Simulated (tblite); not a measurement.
Question: Write a Z-matrix for `CCN([SiH3])[Si@H](C)Cl` as optimised with GFN2-xTB.

Answer: 
Z-matrix in Å and degrees, rows numbered from 1:
```
C 
C   1  1.5241
N   2  1.4550  1  112.58
Si  3  1.7378  2  116.23  1    89.20
Si  3  1.7357  2  120.80  1   -79.65
C   5  1.8989  3  112.54  2   106.41
Cl  5  2.0216  3  108.81  2   -14.05
H   1  1.0876  2  109.93  3    62.88
H   1  1.0873  2  110.20  3  -177.27
H   1  1.0873  2  110.16  3   -56.98
H   2  1.0931  1  109.40  3   120.58
H   2  1.0927  1  109.24  3  -121.56
H   4  1.4641  3  106.83  2    52.13
H   4  1.4687  3  111.73  2   -67.73
H   4  1.4586  3  105.98  2   172.23
H   5  1.4638  3  107.96  2  -129.53
H   6  1.0855  5  110.39  3    58.28
H   6  1.0861  5  111.26  3   177.99
H   6  1.0875  5  112.08  3   -61.63
```

Of the pairs four or more bonds apart, Cl7···H12 is among the closest relative to their van der Waals radii: 2.67 Å, 90 % of the sum of Bondi's values. Si5 (chlorine-bound silicon) is tetrahedral (angles from 106.7° to 112.5°). N3 (nitrogen bridging silicon atoms) is almost planar (angles 122.0°, 120.8° and 116.2°, sum 359.0°, 0.09 Å off the plane of its three neighbours). Si4 (SiH3 silicon) is distorted tetrahedral (angles from 106.0° to 112.4°).

The geometry is computed with GFN2-xTB (gas phase).

Point group: C1 (no symmetry element, even within 0.4 Å). Its GFN2-xTB frequencies are all real (lowest 21 cm⁻¹). The numbers are those of one conformer (C1–C2–N3–Si4 89°, C2–N3–Si5–C6 106°). 3 starts were optimised and ended at 0.00, 0.06 and 1.04 kcal/mol (GFN2-xTB); the lowest of these is shown.
